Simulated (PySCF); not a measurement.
B3LYP has the VWN-RPA correlation part, as in Gaussian. Delta-SCF ions had no search for a lower state. Excitations are Tamm–Dancoff values on a coarser integration grid. The basis has no diffuse functions, so Rydberg states are missing or too high.

Cartesian coordinates (Å):
SMILES: BC/C=N\[H]
```xyz
10

B     -1.4877     0.2281     0.3584
C     -0.2236    -0.2925    -0.3879
C      1.0772    -0.1449     0.3453
N      2.1213     0.4535    -0.0440
H     -1.5121     0.2604     1.5498
H     -2.4616     0.5383    -0.2531
H     -0.4643    -1.3735    -0.4438
H     -0.1448     0.0481    -1.4236
H      1.1013    -0.5890     1.3445
H      1.9987     0.8362    -0.9852
```
Charge 0, spin multiplicity 1.

**Question.** Predict the vertical ionisation energy (Delta-SCF), HOMO, LUMO, S1–T1 gap (TDA), S1 oscillator strength, dipole moment, S1 excitation (TDA) and HOMO–LUMO gap from PySCF 2.14.0 with B3LYP-D3(BJ)/def2-TZVP.

**Answer.** 
| Quantity | Result |
|---|---|
| vertical ionisation energy (Delta-SCF) | 9.89 eV |
| HOMO | -7.31 eV |
| LUMO | -1.89 eV |
| S1–T1 gap (TDA) | 0.19 eV |
| S1 oscillator strength | 0.018 |
| dipole moment | 2.43 D |
| S1 excitation (TDA) | 4.60 eV |
| HOMO–LUMO gap | 5.42 eV |
